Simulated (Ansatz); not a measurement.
A nudged elastic band was laid between two geometries of BrH + ClGeH3O3 (10 atoms, charge 0, multiplicity 1).

Computed with Ansatz 0.2.0, RKS PBE/def2-SVP.

| Item | Value |
| --- | --- |
| movable images | 9 |
| climbing image | yes |
| spring | 5.0 eV/Å² |
| optimiser | quadratic models (default) |
| start path | through a guess of the saddle point |
| force threshold | 0.05 eV/Å |
| iteration limit | 60 |
| end points | relaxed |

Image 0:

```xyz
10
Properties=species:S:1:pos:R:3
Ge -0.351 -0.217 -0.120
Cl -0.572 0.240 2.038
O 1.357 -0.381 -0.519
H 1.888 0.357 -0.140
O -1.098 1.086 -1.054
H -2.051 1.155 -0.851
O -1.208 -1.728 -0.464
H -0.789 -2.478 0.001
Br 2.587 2.121 1.512
H 1.365 1.545 2.051
```

Image 10:

```xyz
10
Properties=species:S:1:pos:R:3
Ge 0.337 0.339 -0.382
Cl -0.865 -0.172 3.304
O 1.245 -0.011 -1.867
H 1.736 -0.850 -1.762
O -1.006 1.424 -0.793
H -1.427 1.111 -1.619
O -0.098 -1.235 0.309
H -0.451 -1.133 1.225
Br 1.579 1.586 1.166
H 0.078 0.641 2.874
```

Problem. What changes between the two ends?

Solution. Bonds broken: Ge1–Cl2, Br9–H10. Bonds formed: Ge1–Br9, Cl2–H10. BrH + ClGeH3O3 becomes BrGeH3O3 + ClH.

Problem. Give the energies along the band, and the barrier.

Solution. It converged. The highest image is number 6 of 0 to 10, 23.1 kcal/mol above the first end and 24.2 kcal/mol above the last; the last end lies 1.1 kcal/mol below the first. A vibrational analysis at the climbing image gives one clearly imaginary mode, 242i cm⁻¹: a first-order saddle point. The orbitals stay closed-shell, which can raise the energy where a bond breaks towards radicals; this wasn't checked here.

```json
{"image": "0", "path coordinate (Å)": "0.00", "energy (kcal/mol)": "0.0", "Ge1–Cl2 (Å)": "2.22", "Br9–H10 (Å)": "1.45", "Ge1–Br9 (Å)": "4.09"}
{"image": "1", "path coordinate (Å)": "0.87", "energy (kcal/mol)": "1.0", "Ge1–Cl2 (Å)": "2.21", "Br9–H10 (Å)": "1.45", "Ge1–Br9 (Å)": "4.13"}
{"image": "2", "path coordinate (Å)": "1.73", "energy (kcal/mol)": "3.0", "Ge1–Cl2 (Å)": "2.21", "Br9–H10 (Å)": "1.45", "Ge1–Br9 (Å)": "4.52"}
{"image": "3", "path coordinate (Å)": "2.60", "energy (kcal/mol)": "4.1", "Ge1–Cl2 (Å)": "2.20", "Br9–H10 (Å)": "1.44", "Ge1–Br9 (Å)": "4.57"}
{"image": "4", "path coordinate (Å)": "3.47", "energy (kcal/mol)": "5.4", "Ge1–Cl2 (Å)": "2.20", "Br9–H10 (Å)": "1.45", "Ge1–Br9 (Å)": "3.97"}
{"image": "5", "path coordinate (Å)": "4.33", "energy (kcal/mol)": "11.4", "Ge1–Cl2 (Å)": "2.25", "Br9–H10 (Å)": "1.46", "Ge1–Br9 (Å)": "3.19"}
{"image": "6", "path coordinate (Å)": "5.20", "energy (kcal/mol)": "23.1", "Ge1–Cl2 (Å)": "2.59", "Br9–H10 (Å)": "1.73", "Ge1–Br9 (Å)": "2.59"}
{"image": "7", "path coordinate (Å)": "5.97", "energy (kcal/mol)": "14.5", "Ge1–Cl2 (Å)": "3.18", "Br9–H10 (Å)": "2.07", "Ge1–Br9 (Å)": "2.40"}
{"image": "8", "path coordinate (Å)": "6.74", "energy (kcal/mol)": "4.5", "Ge1–Cl2 (Å)": "3.64", "Br9–H10 (Å)": "2.21", "Ge1–Br9 (Å)": "2.36"}
{"image": "9", "path coordinate (Å)": "7.51", "energy (kcal/mol)": "-0.4", "Ge1–Cl2 (Å)": "3.93", "Br9–H10 (Å)": "2.36", "Ge1–Br9 (Å)": "2.35"}
{"image": "10", "path coordinate (Å)": "8.28", "energy (kcal/mol)": "-1.1", "Ge1–Cl2 (Å)": "3.91", "Br9–H10 (Å)": "2.46", "Ge1–Br9 (Å)": "2.34"}
```

Problem. What is the geometry of the highest image?

Solution. 
```xyz
10
Properties=species:S:1:pos:R:3:forces:R:3
Ge 0.202 0.261 -0.015 0.00 0.00 0.00
Cl -0.203 -0.133 2.512 0.00 0.00 0.00
O 1.777 -0.103 -0.770 0.00 0.00 0.00
H 1.704 -1.035 -1.068 0.00 0.00 0.00
O -0.941 1.406 -0.769 0.00 0.00 0.00
H -1.653 0.844 -1.144 0.00 0.00 0.00
O -0.617 -1.326 -0.299 0.00 0.01 0.01
H -1.035 -1.663 0.515 0.00 0.00 0.00
Br 1.319 2.268 1.185 0.00 0.00 0.00
H 0.575 1.181 2.307 0.00 0.00 0.00
```

Problem. What are the harmonic wavenumbers there?

Solution. 242i, 31, 122, 141, 182, 196, 216, 240, 255, 269, 407, 436, 559, 644, 659, 724, 755, 912, 942, 1007, 1058, 3654, 3656, 3732 cm⁻¹.

Run time: 5.6 min on 4 threads of Arm Neoverse V2 (shared host), peak memory 0.25 GiB.
